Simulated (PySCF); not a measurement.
**Vertical excitation energies**

C4H7N3.
InChI=1S/C4H7N3/c1-4-3-7(2)6-5-4/h3H,1-2H3

Method: TDDFT B3LYP/def2-SVPD, vertical, gas phase, core orbitals frozen in the response in PySCF. Geometry: GFN2-xTB; no solvent, vibrations or thermal averaging.

| state | E (eV) | E (hartree) | f | \|μ\| (D) | main configurations (H = HOMO, L = LUMO) |
| --- | --- | --- | --- | --- | --- |
| S1 | 5.55 | 0.2038 | 0.0044 | 0.46 | H-1→L (98%) |
| S2 | 6.27 | 0.2303 | 0.090 | 1.95 | H→L (86%) |
| S3 | 6.41 | 0.2357 | 0.0089 | 0.60 | H→L+1 (97%) |
| S4 | 6.69 | 0.2458 | 0.013 | 0.71 | H-1→L+1 (96%) |
| S5 | 6.85 | 0.2518 | 0.0071 | 0.52 | H-1→L+3 (95%) |
| S6 | 6.95 | 0.2555 | 0.0007 | 0.17 | H→L+2 (97%) |
| S7 | 7.04 | 0.2587 | 0.0085 | 0.56 | H-2→L (58%), H→L+3 (34%) |
| S8 | 7.24 | 0.2660 | 0.0016 | 0.24 | H-1→L+2 (97%) |

Triplets, Tamm–Dancoff:

| state | E (eV) | λ (nm) | main configurations (H = HOMO, L = LUMO) |
| --- | --- | --- | --- |
| T1 | 4.53 | 273.7 | H→L (93%) |
| T2 | 4.74 | 261.7 | H-1→L (85%), H-1→L+3 (12%) |
| T3 | 5.43 | 228.2 | H-2→L (85%) |

The lowest singlet comes at 224 nm (535 kJ/mol) in the ultraviolet; it is very weak; its leading configuration is HOMO-1→LUMO (98%). The strongest level in the table is S2 at 6.27 eV (198 nm, f = 0.090). Löwdin shares by element: HOMO carbon 48% or more, nitrogen 30% or more (atoms not listed hold the other 22%); LUMO nitrogen 58%, carbon 18% or more (atoms not listed hold the other 24%). Weighted by f, the mean energy of these states is 6.39 eV. Of the 8 states listed, 2 reach f = 0.01 and none stays under 0.0005. Orbital energies (eV): HOMO-3 -9.03, HOMO-2 -8.02, HOMO-1 -7.15, HOMO -6.99, LUMO -0.28, LUMO+1 0.27, LUMO+2 0.80. No computed singlet lies in the visible range (380 to 750 nm); the lowest, at 224 nm, stands 2.28 eV above its violet end (3.26 eV). Only the lowest 8 singlets were computed, as vertical energies without vibronic structure.
